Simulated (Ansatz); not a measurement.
# Ligand exchange: CH4 + Sn(SiH3)4 → SiH3(CH3) + SnH(SiH3)3

Gas-phase species: CH4 (methane) `C`, singlet; Sn(SiH3)4, singlet; SiH3(CH3) (methylsilane), singlet; SnH(SiH3)3, singlet. The partners trade H for SiH3: C–H and Sn–SiH3 bonds give way to C–SiH3 and Sn–H.

Shapes, held fixed at every level: PBE0-D4/def2-TZVP. Programs: Ansatz 0.2.0. Electronic energies: no zero-point or thermal term.

(1) Estimate ΔE of this reaction.

## Answers

(1) The highest level, CCSD(T)/def2-TZVPP, gives ΔE = +45.0 kJ/mol; the levels span +36.1 to +49.1. The column of differences is taken from that level and isn't an error. No measured value is set beside it here. For atoms past krypton def2 sets carry core potentials with scalar relativity. Outer-core shells of Sn are correlated, in sets that cover them unevenly.

```json
{"level": "HF/def2-SVP", "kind": "Hartree–Fock", "ΔE (kJ/mol)": "+36.1", "less CCSD(T)/def2-TZVPP": "-8.9"}
{"level": "SPW92/def2-TZVPP", "kind": "LDA", "ΔE (kJ/mol)": "+45.1", "less CCSD(T)/def2-TZVPP": "+0.1"}
{"level": "r2SCAN-D4/def2-TZVPP", "kind": "meta-GGA", "ΔE (kJ/mol)": "+48.0", "less CCSD(T)/def2-TZVPP": "+3.0"}
{"level": "CCSD(T)/def2-SVP", "kind": "coupled cluster or CI", "ΔE (kJ/mol)": "+49.1", "less CCSD(T)/def2-TZVPP": "+4.1"}
{"level": "CCSD/def2-SVP", "kind": "coupled cluster or CI", "ΔE (kJ/mol)": "+47.2", "less CCSD(T)/def2-TZVPP": "+2.2"}
{"level": "CCSD/def2-TZVPP", "kind": "coupled cluster or CI", "ΔE (kJ/mol)": "+42.2", "less CCSD(T)/def2-TZVPP": "-2.8"}
{"level": "CCSD(T)/def2-TZVPP", "kind": "coupled cluster or CI", "ΔE (kJ/mol)": "+45.0", "less CCSD(T)/def2-TZVPP": "0.0"}
```
